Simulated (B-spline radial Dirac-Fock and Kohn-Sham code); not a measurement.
## Two-hole binding energies of Au

System: atomic gold, configuration [Xe] 4f14 5d10 6s1.

Input file task.json (cfg lists n, l and occupation; rrms is the nuclear radius in fm):

```json
{"items": [{
  "Z": 79,
  "q": 0,
  "cfg": [[1, 0, 2], [2, 0, 2], [2, 1, 6], [3, 0, 2], [3, 1, 6], [3, 2, 10], [4, 0, 2], [4, 1, 6], [4, 2, 10], [4, 3, 14], [5, 0, 2], [5, 1, 6], [5, 2, 10], [6, 0, 1]],
  "A": 197,
  "rrms": 5.4371,
  "do": ["binding", "quiet", "double"]
}]}
```

Run with: `python xray_run.py task.json out`

Level of theory: Dirac-Fock (average of configuration) total-energy differences with a finite nucleus, the Breit interaction including its frequency dependence, and self-energy and vacuum-polarisation corrections; a B-spline atomic structure program. U is the two-hole binding energy less the two single-hole energies, the effective repulsion of the holes after relaxation. Each two-hole energy is an average over J within one jj subconfiguration.

```tsv
holes	E(a) (eV)	E(b) (eV)	E(ab) (eV)	U (eV)
1s⁻¹ 3p3/2⁻¹	80726.6	2756.7	83593.6	110.4
1s⁻¹ 3d3/2⁻¹	80726.6	2299.3	83132.1	106.3
2s⁻¹ 2p1/2⁻¹	14368.3	13740.9	28338.4	229.2
2p1/2⁻²	13740.9	13740.9	27795.7	313.9
2s⁻¹ 2p3/2⁻¹	14368.3	11926.1	26504.6	210.2
2s⁻¹ 3p3/2⁻¹	14368.3	2756.7	17214.3	89.4
2p1/2⁻¹ 3d5/2⁻¹	13740.9	2213.8	16056.1	101.4
2p3/2⁻¹ 3p1/2⁻¹	11926.1	3161.6	15188.8	101.1
3d3/2⁻²	2299.3	2299.3	4674.0	75.4
4d3/2⁻¹ 4d5/2⁻¹	363.0	344.8	?	?
4f5/2⁻¹ 4f7/2⁻¹	92.46	88.79	207.0	25.8
5p1/2⁻²	81.97	81.97	180.2	16.3
5p3/2⁻²	65.69	65.69	146.0	14.7
5d3/2⁻¹ 5d5/2⁻¹	11.07	9.59	32.62	12.0
```

**Question.** Give the missing two-hole energy and U.

**Answer.** E(ab) = 734.7 eV and U = 26.8 eV.

Values without a named source are computed, but for edge energies of neutral atoms, which are taken from tables.
